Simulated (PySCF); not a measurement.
Isomers of C4H10OSi.

All values: B3LYP/def2-SVPD (PySCF) at PBE0-D3(BJ)/def2-SVP geometries, gas phase, one conformer each. Core orbitals are frozen in the response; Δα² is half the sum of the squared differences of the principal polarisabilities.

Question: Rank by polarisability anisotropy Δα, lowest first.
A. `[CH2:1]=[CH:2][O:3][SiH:4]([CH3:5])[CH3:6]` with C1–C2–O3–Si4 164°, C2–O3–Si4–C5 -79°
B. `[CH2:1]=[CH:2][CH2:3][CH2:4][SiH2:5][OH:6]` with C1–C2–C3–C4 -117°, C2–C3–C4–Si5 -178°, C3–C4–Si5–O6 177°, C4–Si5–O6–H 69°
C. `[CH3:1][O:2][C@H:3]1[CH2:4][CH2:5][SiH2:6]1` with C1–O2–C3–C4 -175°, O2–C3–C4–C5 151°, C3–C4–C5–Si6 -25°, C4–C5–Si6–C3 20°, O2–C3–Si6–C5 -136°
D. `[OH:1][SiH:2]1[CH2:3][CH2:4][CH2:5][CH2:6]1` with H–O1–Si2–C3 57°, O1–Si2–C3–C4 -107°, Si2–C3–C4–C5 -37°, C3–C4–C5–C6 50°, C4–C5–C6–Si2 -36°
E. `[CH2:1]=[CH:2][CH2:3][SiH2:4][O:5][CH3:6]` with C1–C2–C3–Si4 111°, C2–C3–Si4–O5 60°, C3–Si4–O5–C6 -177°
F. `[CH3:1][C@@H:2]1[CH2:3][CH2:4][O:5][SiH2:6]1` with C1–C2–C3–C4 -163°, C2–C3–C4–O5 41°, C3–C4–O5–Si6 -25°, C4–O5–Si6–C2 2°

Answer: D (1.73 Å³), F (1.96 Å³), C (2.50 Å³), A (4.07 Å³), E (4.50 Å³), B (4.94 Å³).

Question: Rank by mean static polarisability, lowest first.
A. `[CH3:1][C@@H:2]1[CH2:3][CH2:4][O:5][SiH2:6]1` with C1–C2–C3–C4 -163°, C2–C3–C4–O5 41°, C3–C4–O5–Si6 -25°, C4–O5–Si6–C2 2°
B. `[CH2:1]=[CH:2][O:3][SiH:4]([CH3:5])[CH3:6]` with C1–C2–O3–Si4 164°, C2–O3–Si4–C5 -79°
C. `[SiH3:1][O:2][CH2:3][CH:4]1[CH2:5][CH2:6]1` with Si1–O2–C3–C4 -179°, O2–C3–C4–C5 -81°

Answer: A (11.30 Å³), C (11.70 Å³), B (12.20 Å³).

Question: Rank by vertical ionisation energy (ΔSCF), lowest first.
A. `[CH2:1]=[CH:2][O:3][SiH:4]([CH3:5])[CH3:6]` with C1–C2–O3–Si4 164°, C2–O3–Si4–C5 -79°
B. `[SiH3:1][O:2][CH2:3][CH:4]1[CH2:5][CH2:6]1` with Si1–O2–C3–C4 -179°, O2–C3–C4–C5 -81°
C. `[CH2:1]=[CH:2][CH2:3][SiH2:4][O:5][CH3:6]` with C1–C2–C3–Si4 111°, C2–C3–Si4–O5 60°, C3–Si4–O5–C6 -177°
D. `[CH2:1]=[CH:2][CH2:3][CH2:4][O:5][SiH3:6]` with C1–C2–C3–C4 124°, C2–C3–C4–O5 62°, C3–C4–O5–Si6 -170°
E. `[OH:1][SiH:2]1[CH2:3][CH2:4][CH2:5][CH2:6]1` with H–O1–Si2–C3 57°, O1–Si2–C3–C4 -107°, Si2–C3–C4–C5 -37°, C3–C4–C5–C6 50°, C4–C5–C6–Si2 -36°

Answer: A (8.72 eV), C (9.13 eV), D (9.41 eV), E (9.57 eV), B (9.82 eV).

All values together:

| SMILES | μ (D) | HOMO (eV) | LUMO (eV) | α (Å³) | Δα (Å³) | ΔSCF removal energy (eV) |
| --- | --- | --- | --- | --- | --- | --- |
| CO[C@H]1CC[SiH2]1 | 0.95 | -6.64 | -0.06 | 12.03 | 2.50 | 8.80 |
| C=CCC[SiH2]O | 1.39 | -7.23 | -0.24 | 12.22 | 4.94 | 9.33 |
| C[C@@H]1CCO[SiH2]1 | 1.89 | -7.56 | 0.09 | 11.30 | 1.96 | 9.73 |
| [SiH3]OCC1CC1 | 0.98 | -7.77 | 0.05 | 11.70 | 3.19 | 9.82 |
| O[SiH]1CCCC1 | 1.87 | -7.47 | -0.05 | 11.16 | 1.73 | 9.57 |
| C=CO[SiH](C)C | 1.64 | -6.42 | 0.33 | 12.20 | 4.07 | 8.72 |
| C=CC[SiH2]OC | 0.76 | -6.93 | -0.20 | 12.30 | 4.50 | 9.13 |
| C=CCCO[SiH3] | 0.97 | -7.21 | -0.19 | 12.27 | 4.43 | 9.41 |

Conformers: `[CH3:1][O:2][C@H:3]1[CH2:4][CH2:5][SiH2:6]1` with C1–O2–C3–C4 -175°, O2–C3–C4–C5 151°, C3–C4–C5–Si6 -25°, C4–C5–Si6–C3 20°, O2–C3–Si6–C5 -136°; `[CH2:1]=[CH:2][CH2:3][CH2:4][SiH2:5][OH:6]` with C1–C2–C3–C4 -117°, C2–C3–C4–Si5 -178°, C3–C4–Si5–O6 177°, C4–Si5–O6–H 69°; `[CH3:1][C@@H:2]1[CH2:3][CH2:4][O:5][SiH2:6]1` with C1–C2–C3–C4 -163°, C2–C3–C4–O5 41°, C3–C4–O5–Si6 -25°, C4–O5–Si6–C2 2°; `[SiH3:1][O:2][CH2:3][CH:4]1[CH2:5][CH2:6]1` with Si1–O2–C3–C4 -179°, O2–C3–C4–C5 -81°; `[OH:1][SiH:2]1[CH2:3][CH2:4][CH2:5][CH2:6]1` with H–O1–Si2–C3 57°, O1–Si2–C3–C4 -107°, Si2–C3–C4–C5 -37°, C3–C4–C5–C6 50°, C4–C5–C6–Si2 -36°; `[CH2:1]=[CH:2][O:3][SiH:4]([CH3:5])[CH3:6]` with C1–C2–O3–Si4 164°, C2–O3–Si4–C5 -79°; `[CH2:1]=[CH:2][CH2:3][SiH2:4][O:5][CH3:6]` with C1–C2–C3–Si4 111°, C2–C3–Si4–O5 60°, C3–Si4–O5–C6 -177°; `[CH2:1]=[CH:2][CH2:3][CH2:4][O:5][SiH3:6]` with C1–C2–C3–C4 124°, C2–C3–C4–O5 62°, C3–C4–O5–Si6 -170°.

Q: By how much does the ΔSCF value exceed −ε(HOMO) over the species that have both?

A: By 2.05 to 2.30 eV, 2.16 eV on average, over 8 species.
